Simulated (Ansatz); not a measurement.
Steps of a relaxation of `C[SiH]C#N` radical with UKS PBE-D4/def2-SVP.

```sh
$ ansatz run in.yaml --threads 2 --pin off --events-out ev --progress --plain --max-ram 20480MiB --backend cpu
```

```yaml
crystal:
  periodic: [false, false, false]
  atoms:
    - {symbol: C, position_ang: [-0.621400, 0.867500, -0.328600]}
    - {symbol: Si, position_ang: [0.060000, -0.298800, 0.844700]}
    - {symbol: C, position_ang: [1.510800, -1.202600, 0.146000]}
    - {symbol: N, position_ang: [2.545700, -1.746300, -0.268900]}
    - {symbol: H, position_ang: [0.077100, 1.631300, -0.697900]}
    - {symbol: H, position_ang: [-1.490000, 1.486200, 0.120800]}
    - {symbol: H, position_ang: [-1.043100, 0.409300, -1.221100]}
    - {symbol: H, position_ang: [-0.946900, -1.203600, 1.349100]}
basis:
  gaussian: {orbitals: def2-SVP}
magnetization: {spin_polarized: true, initial_magnetization: 1}
hamiltonian: {xc: pbe, dispersion: d4}
relax: {f_tol: 0.03, max_steps: 200}
```

Positions (Å) and forces (eV/Å) along the path, 5 of 5 steps:

```xyz
8
step=1 energy=-11491.1579 eV
C    -0.621    0.868   -0.329   -1.733    2.548   -0.353
Si    0.060   -0.299    0.845    1.359   -0.428    0.715
C     1.511   -1.203    0.146    4.565   -2.508   -1.816
N     2.546   -1.746   -0.269   -4.662    2.469    1.885
H     0.077    1.631   -0.698    0.425    0.119   -0.004
H    -1.490    1.486    0.121    0.941   -0.815   -0.289
H    -1.043    0.409   -1.221   -0.268   -0.557   -0.588
H    -0.947   -1.204    1.349   -0.627   -0.829    0.451
8
step=2 energy=-11491.4962 eV
C    -0.632    0.902   -0.350   -0.853    1.119   -0.448
Si    0.063   -0.304    0.839    0.546   -0.318    0.537
C     1.514   -1.210    0.147    0.316   -0.190   -0.143
N     2.502   -1.725   -0.243   -0.303    0.148    0.120
H     0.098    1.651   -0.712    0.154   -0.055    0.071
H    -1.471    1.484    0.123    0.345   -0.281   -0.102
H    -1.062    0.416   -1.246   -0.031   -0.192   -0.123
H    -0.920   -1.272    1.386   -0.174   -0.231    0.088
8
step=3 energy=-11491.5346 eV
C    -0.648    0.924   -0.360   -0.144    0.208   -0.266
Si    0.073   -0.296    0.860    0.060   -0.123    0.150
C     1.513   -1.211    0.151   -0.170    0.124    0.054
N     2.489   -1.729   -0.249    0.193   -0.120   -0.081
H     0.109    1.657   -0.706    0.022   -0.050    0.040
H    -1.477    1.489    0.111   -0.003   -0.003    0.035
H    -1.058    0.410   -1.258    0.049   -0.030    0.068
H    -0.908   -1.300    1.396   -0.006   -0.006    0.000
8
step=4 energy=-11491.5379 eV
C    -0.652    0.930   -0.364    0.000    0.007   -0.036
Si    0.071   -0.297    0.870   -0.016   -0.011    0.008
C     1.510   -1.206    0.148    0.007    0.015   -0.003
N     2.486   -1.724   -0.259   -0.007   -0.007   -0.001
H     0.119    1.651   -0.701   -0.005   -0.015    0.011
H    -1.482    1.496    0.105   -0.004    0.005    0.003
H    -1.048    0.398   -1.255    0.013   -0.001    0.028
H    -0.910   -1.306    1.400    0.012    0.008   -0.009
8
step=5 energy=-11491.5381 eV
C    -0.652    0.930   -0.363    0.007   -0.006    0.006
Si    0.069   -0.295    0.874   -0.013   -0.002   -0.001
C     1.507   -1.202    0.147    0.001    0.015    0.007
N     2.481   -1.721   -0.263    0.007   -0.013   -0.008
H     0.123    1.647   -0.699   -0.002    0.000   -0.002
H    -1.482    1.499    0.101   -0.002    0.004   -0.003
H    -1.044    0.393   -1.252    0.000    0.001    0.002
H    -0.910   -1.307    1.399    0.002    0.001   -0.001
```

It took 8 s on 2 threads of an AMD EPYC 7R13 on a shared host, with 0.2 GiB of host memory at the peak.
